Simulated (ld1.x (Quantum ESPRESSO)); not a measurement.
## Logarithmic derivatives: cobalt, PAW

ld1.x (Quantum ESPRESSO) 7.5 input, shortened:

```
&input
   title='Co', zed=27., rel=1, dft='PBE', iswitch=3,
   config='[Ar] 3d7 4s2 4p0 4f-2'
 /
 &inputp
   pseudotype=3, lpaw=.true., tm=.true., lloc=-2, rcloc=1.25,
   nlcc=.true., new_core_ps=.true.,
   which_augfun='BESSEL', rmatch_augfun=0.95
 /
8
3S  1  0   2.00   0.00  1.15  1.45  0.0
4S  2  0   2.00   0.00  1.15  1.45  0.0
3P  2  1   6.00   0.00  1.40  1.60  0.0
4P  3  1   0.00   0.00  1.40  1.60  0.0
3D  3  2   7.00   0.00  1.35  1.80  0.0
3D  3  2   0.00   0.60  1.35  1.80  0.0
4F  4  3  -2.00   0.30  1.35  1.50  0.0
4F  4  3  -2.00   2.15  1.35  1.50  0.0
 &test
   configts(1)='3s2 3p6 3d7 4s2 4p0'
 /
```

The phase is arctan(r·u′/u) with u = r·R(r), unwrapped; energies in Ry, scanned from -10 to 5 Ry. A pole is an energy at which the radial function vanishes at the test radius. The pseudo phase is shifted by a multiple of π to meet the all-electron one at the reference energy, and phase errors are pseudo minus all-electron; the curves can meet again beyond the range given. Levels narrower than the energy grid can be missing from the lists of poles.

For each channel, where are the poles, and over which energies does the pseudopotential scatter like the atom?

| channel | radius (bohr) | reference energy (Ry) | poles, all-electron | poles, pseudo | unbroken range about the reference energy with phases within 0.05 rad | phase error 1 Ry above the reference energy (rad) |
| --- | --- | --- | --- | --- | --- | --- |
| s | 1.96 | -0.40 | -7.47, 4.78 | -7.47, 4.75 | the whole range | -0.000 |
| p | 1.96 | -0.09 | -4.71 | -4.71 | the whole range | -0.001 |
| d | 1.96 | -0.60 | -0.21 | -0.21 | the whole range | +0.000 |
| f | 1.96 | 0.30 | none | none | the whole range | +0.000 |

Phases in the f channel:

| E (Ry) | all-electron | pseudo |
| --- | --- | --- |
| -10.00 | 1.425 | 1.425 |
| -9.52 | 1.421 | 1.421 |
| -9.04 | 1.418 | 1.418 |
| -8.56 | 1.415 | 1.415 |
| -8.08 | 1.412 | 1.412 |
| -7.60 | 1.408 | 1.408 |
| -7.12 | 1.404 | 1.404 |
| -6.64 | 1.399 | 1.399 |
| -6.16 | 1.395 | 1.395 |
| -5.68 | 1.389 | 1.389 |
| -5.20 | 1.384 | 1.384 |
| -4.72 | 1.378 | 1.378 |
| -4.24 | 1.371 | 1.371 |
| -3.76 | 1.364 | 1.364 |
| -3.28 | 1.355 | 1.355 |
| -2.80 | 1.346 | 1.346 |
| -2.32 | 1.335 | 1.335 |
| -1.84 | 1.323 | 1.323 |
| -1.36 | 1.309 | 1.309 |
| -0.88 | 1.292 | 1.292 |
| -0.40 | 1.272 | 1.272 |
| 0.08 | 1.248 | 1.248 |
| 0.56 | 1.218 | 1.218 |
| 1.04 | 1.179 | 1.179 |
| 1.52 | 1.126 | 1.126 |
| 2.00 | 1.051 | 1.051 |
| 2.48 | 0.938 | 0.938 |
| 2.96 | 0.752 | 0.752 |
| 3.44 | 0.425 | 0.424 |
| 3.92 | -0.106 | -0.106 |
| 4.40 | -0.654 | -0.655 |
| 4.88 | -1.005 | -1.005 |
